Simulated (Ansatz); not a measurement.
Ansatz results at the PBE0-D4/def2-TZVP geometry: size of the dipole moment (ωB97M-V/def2-TZVPP) 0.43 D; size of the dipole moment (PBE/def2-TZVPP) 0.38 D; zero-point energy (PBE0-D4/def2-TZVP) 163.9 kJ/mol.

Problem. Which molecule gave them?
A. `CCOC#N`
B. `[SiH3]C1=C[SiH2]1`
C. `CNCF`
D. `[BH2][Ga]1[O]C[N]1C`

Solution. B. The others give `[BH2][Ga]1[O]C[N]1C`: 2.76, 2.20, 249.0; `CNCF`: 1.41, 1.40, 225.9; `CCOC#N`: 4.77, 4.70, 208.3.
